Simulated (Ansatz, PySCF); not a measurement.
**One recipe, two programs**

Each step was found twice, by two independent programs: Ansatz 0.2.0 (Cholesky-factored integrals) and PySCF 2.14 (density fitting with its default auxiliary sets, JK sets also for MP2 and CCSD(T)), each with its own PBE0-D4/def2-TZVP structures. Gas-phase electronic energies, without zero-point energy, by CCSD(T) at an estimated basis limit (MP2 extrapolated from triple and quadruple zeta, plus CCSD(T) − MP2 in triple zeta); def2-TZVPP and QZVPP, frozen cores, core potentials past krypton, on PBE0-D4/def2-TZVP structures. Extrapolation: Hartree–Fock as exp(−7.88 √X), correlation as X^−2.97. Barriers and step energies count from each program's own start structure, in eV.

| step | barrier, Ansatz | barrier, PySCF | step energy, Ansatz | step energy, PySCF |
| --- | --- | --- | --- | --- |
| BH₂Cl ([BH2][Cl]) + H₂O → BH₃O ([BH2][OH]) + HCl | 0.870 | 0.872 | -0.094 | -0.081 |
| CH₅BO ([CH3][BH][OH]) → BHO ([BH][O]) + CH₄ | 2.751 | 2.743 | 0.439 | 0.445 |
| CH₆SSi ([CH3][SiH2][SH]) → SiH₂S ([SiH2][S]) + CH₄ | 2.456 | 2.437 | 1.089 | 1.082 |
| SnH₄ + H₂O → SnH₄O ([OH][SnH3]) + H₂ | 1.700 | 1.696 | 0.101 | 0.105 |
| AlH₃S₂ ([SH][AlH][SH]) → AlHS ([AlH][S]) + H₂S (still joined by a long Al–S bond) | 1.753 | 1.747 | 1.670 | 1.665 |

Where do the two programs differ most in the barrier, and how do such differences compare with 1 kcal/mol (0.043 eV)?

For CH₆SSi ([CH3][SiH2][SH]) → SiH₂S ([SiH2][S]) + CH₄, by 0.019 eV. All differences lie under 1 kcal/mol.

T1 diagnostic: at most 0.016. The filled d shells of Sn are correlated in sets not built for that, so values that involve them are less sure.

Labels in which every atom is bracketed show which atoms are joined, not bond orders.
